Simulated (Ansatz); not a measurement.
Cost and result for the atomization energy of C2H4BrGaO (9 atoms, 7 bonds).

Cartesian coordinates in Å:
```
O -0.280 -1.588 0.209
C -0.268 -0.418 -0.424
Br 0.726 -0.344 -2.045
C -1.010 0.636 -0.052
Ga 1.169 1.583 0.991
H 0.623 -1.923 0.276
H -1.169 1.473 -0.714
H -1.613 0.555 0.845
H 1.823 0.025 0.915
```

The species carries charge 0 and has multiplicity 1. Correlated methods include outer-core shells of Br, Ga, which these sets cover unevenly. Scalar relativity is left out up to krypton. The bonds changed during the relaxation, so this is another structure than the one it started from. Geometry: relaxed with PBE0-D4/def2-TZVP. It is one conformer, not always the lowest. Program: Ansatz. All runs use 4 threads of an Intel Xeon Platinum 8488C on a shared host. Times are those of one run each, without the atoms' runs, and a repeat can differ threefold. Electronic energies, without spin–orbit coupling; frozen cores. CCSD(T)/CBS adds CCSD(T) − MP2 in def2-TZVPP to the MP2 limit, and its time is that of the two runs behind it. T1 = 0.012. With those shells the extrapolation isn't a true limit. B3LYP takes the VWN-RPA correlation (the form of Gaussian; ORCA's B3LYP/G).

CCSD(T)/CBS is a level of theory with its own doubt, some kJ/mol a heavy atom from the limit and from the frozen cores, so smaller differences don't rank the functionals.

| level | functions | wall time | atomization (kJ/mol) | difference from CCSD(T)/CBS | per bond |
| --- | --- | --- | --- | --- | --- |
| LDA (SPW92)/def2-TZVPP | 245 | 1.3 s | 3530.9 | 542.3 | 77.5 |
| revPBE-D4/def2-TZVPP | 245 | 1.8 s | 3007.1 | 18.5 | 2.6 |
| PBE0-D4/def2-TZVPP | 245 | 3.2 s | 3000.9 | 12.3 | 1.8 |
| CAM-B3LYP-D4/def2-TZVPP | 245 | 4.1 s | 2974.6 | -14.0 | -2.0 |
| B3LYP-D4/def2-TZVPP (with forces) | 245 | 4.8 s | 2977.4 | -11.2 | -1.6 |
| B97M-V/def2-TZVPP | 245 | 6 s | 2991.4 | 2.8 | 0.4 |
| B2PLYP/def2-TZVPP | 245 | 6 s | 2936.0 | -52.6 | -7.5 |
| PBE-QIDH/def2-TZVPP | 245 | 6.5 s | 2958.1 | -30.5 | -4.3 |
| ωB97X-V/def2-TZVPP | 245 | 7 s | 2970.7 | -17.9 | -2.5 |
| CCSD(T)/def2-SVP | 126 | 11 s | 2802.9 | -185.7 | -26.5 |
| MP2/def2-QZVPP | 469 | 28 s | 3026.2 | 37.6 | 5.4 |
| CCSD(T)/def2-TZVPP | 245 | 2.9 min | 2901.5 | -87.1 | -12.4 |
| CCSD(T)/CBS(def2) | – | 3.3 min | 2988.6 | 0.0 | 0.0 |

In def2-TZVPP, CCSD(T) changes the Hartree–Fock value by +894.0 kJ/mol (the triples alone add +68.4 kJ/mol) and MP2 by +968.4 kJ/mol; breaking electron pairs costs correlation energy, which Hartree–Fock lacks. The D4 term adds +44.8 kJ/mol with B3LYP and +23.1 kJ/mol with PBE0; it sums over pairs of atoms, weighted by their polarisabilities, and B3LYP, whose exchange is more repulsive, gets the larger term. From r2SCAN to r2SCAN0 (25 % exact exchange), in def2-TZVPP and without D4, the atomization energy moves by −76.7 kJ/mol: exact exchange takes away binding that semilocal exchange gives to molecules.
